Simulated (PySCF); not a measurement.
Gas-phase reaction: MoO₃ + 4 FO → MoOF₄ + 3 O₂

Energies from PySCF, thermal terms from the rigid-rotor harmonic-oscillator model, ideal gas at 1 bar. S°(298 K) at PBE0/def2-TZVP differs from the NASA 1993 table for MoO₃ (+7 J/mol/K); whether the harmonic model or the table's entry is off was not settled. † marks an energy on the PBE0/def2-TZVP geometry and frequencies; other levels use their own. CCSD(T) freezes the core. Open shells (unrestricted): FO (multiplicity 2, electronic degeneracy 4), O₂ (multiplicity 3); the rest are closed-shell singlets. Spin-orbit splitting is ignored; it lowers the true energy and changes the entropy of FO. B3LYP is the form with VWN-RPA correlation. Mo: scalar-relativistic def2 core potential, no spin-orbit coupling. CCSD(T) isn't extrapolated to the basis-set limit; its ΔH°(298 K) is -1437.1 kJ in def2-SVP and -1407.4 kJ in def2-TZVPP. The harmonic model lacks anharmonicity and excited electronic states, which grow with temperature; levels with a mode under 35 cm⁻¹ are left out. Strong static correlation: MoO₃. Soft modes under 120 cm⁻¹ make the harmonic entropy rough for MoOF₄. Warning, large T1 diagnostic: MoO₃, MoOF₄ (CCSD(T)/def2-SVP†, CCSD(T)/def2-TZVPP†).

```tsv
level	ΔE electronic, kJ	ΔH°(298 K), kJ	ΔS°(298 K), J/K	ΔG°(2000 K), kJ
B3LYP/def2-TZVP†	-1427	-1416	-201	-1033
BLYP/def2-TZVP†	-1384	-1373	-201	-990
CCSD(T)/def2-SVP†	-1448	-1437	-201	-1054
CCSD(T)/def2-TZVPP†	-1419	-1407	-201	-1024
PBE/def2-SVP	-1488	-1477	-199	-1096
LDA/def2-TZVP†	-1528	-1517	-201	-1133
ωB97X-V/def2-TZVP†	-1468	-1457	-201	-1074
```
ΔH° is lowest at LDA/def2-TZVP† and highest at BLYP/def2-TZVP†. No reference value is set beside these.
